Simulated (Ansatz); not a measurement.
```yaml
crystal:
  periodic: [false, false, false]
  atoms:
    - {symbol: C, position_ang: [-1.617290, 0.614639, 1.236376]}
    - {symbol: C, position_ang: [-0.583039, 1.229497, 0.635246]}
    - {symbol: Al, position_ang: [0.684100, 0.163710, -0.447103]}
    - {symbol: C, position_ang: [0.544684, -1.761540, -0.645673]}
    - {symbol: h, position_ang: [1.959168, 1.014985, -1.239401]}
    - {symbol: H, position_ang: [-1.707416, -0.471126, 1.114023]}
    - {symbol: H, position_ang: [-2.340168, 1.156665, 1.864397]}
    - {symbol: H, position_ang: [-0.563119, 2.341441, 0.775431]}
    - {symbol: H, position_ang: [0.517383, -2.292089, 0.265870]}
    - {symbol: H, position_ang: [1.314931, -2.079193, -1.271618]}
    - {symbol: H, position_ang: [-0.372243, -1.978913, -1.184775]}
    - {symbol: H, position_ang: [2.152232, 1.891344, -1.175773]}
basis:
  gaussian: {orbitals: def2-TZVPD}
hamiltonian: {xc: {name: revPBE0}, dispersion: d3bjatm}
```

```sh
$ ansatz run in.yaml --threads 4 --pin off --events-out ev --progress --plain --max-ram 10444MiB
```

It prints (some lines left out):

```
Error: YAML parse error: error: line 8 column 16: `h` is not an element symbol (H … Og, case-exact)
  --> <input>:8:16
   |
 6 |     - {symbol: Al, position_ang: [0.684100, 0.163710, -0.447103]}
 7 |     - {symbol: C, position_ang: [0.544684, -1.761540, -0.645673]}
 8 |     - {symbol: h, position_ang: [1.959168, 1.014985, -1.239401]}
   |                ^ `h` is not an element symbol (H … Og, case-exact)
 9 |     - {symbol: H, position_ang: [-1.707416, -0.471126, 1.114023]}
10 |     - {symbol: H, position_ang: [-2.340168, 1.156665, 1.864397]}
   |
```

In this input an element symbol is wrong. The program refused the input.
